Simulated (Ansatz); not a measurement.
Coupled-cluster run, CH$_{4}$ClNOSSi (`N[Si](S)(Cl)C=O`).

```yaml
crystal:
  periodic: [false, false, false]
  atoms:
    - {symbol: N, position_ang: [1.495223, 0.049313, 0.454902]}
    - {symbol: Si, position_ang: [-0.084759, -0.354960, 0.003026]}
    - {symbol: S, position_ang: [-1.357665, -0.406294, 1.698884]}
    - {symbol: Cl, position_ang: [0.032183, -2.138490, -1.012379]}
    - {symbol: C, position_ang: [-0.973140, 0.834536, -1.218864]}
    - {symbol: O, position_ang: [-0.430983, 1.832444, -1.620375]}
    - {symbol: H, position_ang: [1.657535, 0.855997, 1.036322]}
    - {symbol: H, position_ang: [2.261853, -0.126512, -0.174863]}
    - {symbol: H, position_ang: [-0.513069, -1.180905, 2.402549]}
    - {symbol: H, position_ang: [-2.003978, 0.583670, -1.566302]}
basis:
  gaussian: {orbitals: def2-TZVPP}
correlation: {method: ccsd_t}
```

```sh
$ ansatz run in.yaml --threads 4 --pin off --events-out ev --progress --plain --max-ram 10444MiB
```

The program prints (abridged):

```
Functional definition: HF
1636 factors; integrals over basis functions are off by at most 8.6e-4 eV
mean field evaluation 1: about -35796.4296 eV, gradient 4.7e1 eV
mean field evaluation 2: about -35796.7913 eV, gradient 4.8e1 eV
mean field evaluation 4: about -35801.6178 eV, gradient 5.3e0 eV
mean field evaluation 8: about -35801.7349 eV, gradient 6.0e-1 eV
mean field evaluation 16: about -35801.7374 eV, gradient 6.3e-6 eV
mean field -35801.73741478 eV, -1315.6895827038 hartree, gradient 6.3e-6 eV, S^2 0.000000; 0 other end points of the search recorded, 0 dependent functions left out
18 core orbitals not correlated: weight in the atoms' cores, before any rotation towards them, 1.000 or more for the frozen orbitals, at most 0.000 for the correlated occupied ones
reference -35801.73741478 eV, -1315.6895827038 hartree; 18, 18 occupied and 239, 239 virtual orbitals, 1636 factors
second order -29.25066108 eV of doubles, -0.00000000 eV of singles
cycle   1  -29.70373528 eV  change   -4.5e-1 eV  update   1.2e-1
cycle   2  -30.40806631 eV  change   -7.0e-1 eV  update   3.8e-2
cycle   3  -30.58955337 eV  change   -1.8e-1 eV  update   2.0e-2
cycle   4  -30.57566336 eV  change    1.4e-2 eV  update   5.1e-3
cycle   5  -30.57305353 eV  change    2.6e-3 eV  update   2.4e-3
cycle   6  -30.57407507 eV  change   -1.0e-3 eV  update   7.6e-4
cycle   7  -30.57382493 eV  change    2.5e-4 eV  update   3.1e-4
cycle   8  -30.57374657 eV  change    7.8e-5 eV  update   1.1e-4
cycle   9  -30.57379086 eV  change   -4.4e-5 eV  update   6.2e-5
cycle  10  -30.57377956 eV  change    1.1e-5 eV  update   3.8e-5
perturbative correction -1.36408090 eV, -0.0501290486 hartree
Total energy: -35833.67527524 eV, -1316.8632774275 hartree
```

Run time 7.9 min (4 threads of an Arm Neoverse N1 on a shared host); peak host memory 7.2 GiB.

Correlation energy per correlated electron: -0.887 eV. T1 diagnostic: 0.0129.
